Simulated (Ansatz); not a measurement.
Basis-set extrapolation for CH3BClN (PBE0-D4/def2-TZVP geometry, frozen core, Ansatz 0.2.0). Multiplicity 1, RHF reference.

|  | def2-TZVPP | def2-QZVPP |
| --- | --- | --- |
| HF | -578.301409 | -578.319394 |
| MP2 correlation | -0.648875 | -0.698889 |
| CCSD(T) correlation | -0.713142 | not run |

Energies in hartree. Use E(X) = E(∞) + A·exp(−7.88·√X) for Hartree–Fock and E(X) = E(∞) + B·X^(−2.97) for correlation, with X = 3 and 4, and add CCSD(T) minus MP2 of the smaller set to the MP2 limit.

Q: What is the CCSD(T) energy at the basis-set limit?

A: HF limit: -578.319394 + (-0.017985) × 0.13774 = -578.32187. MP2 limit: -0.698889 + (-0.050014) × 0.74074 = -0.73594. Higher-order term: -0.713142 − (-0.648875) = -0.06427. Total: -579.12208 hartree, 282.3 kJ/mol below CCSD(T)/def2-TZVPP.
